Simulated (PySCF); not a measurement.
## Radial density of Xe (xenon, neutral)

r2SCANh, [Xe], closed-shell 1S. Computed with PySCF 2.14 in aug-cc-pVDZ-PP with ECP28MDF, with a scalar-relativistic core potential. This is the valence pseudo-density: the core potential removes the inner electrons and smooths the orbitals near the nucleus.

| r (bohr) | 4πr²ρ (e/bohr) |
| --- | --- |
| 0.00125 | 1.356e-05 |
| 0.00210 | 3.817e-05 |
| 0.00353 | 0.0001064 |
| 0.00594 | 0.0002888 |
| 0.00998 | 0.0007301 |
| 0.0168 | 0.001554 |
| 0.0282 | 0.002466 |
| 0.0475 | 0.003293 |
| 0.0799 | 0.005887 |
| 0.134 | 0.04207 |
| 0.226 | 0.4885 |
| 0.380 | 6.686 |
| 0.640 | 28.58 |
| 1.08 | 13.07 |
| 1.81 | 5.354 |
| 3.04 | 1.587 |
| 5.12 | 0.08611 |
| 8.61 | 0.0002019 |

Energies and moments cover only the electrons outside the core potential.
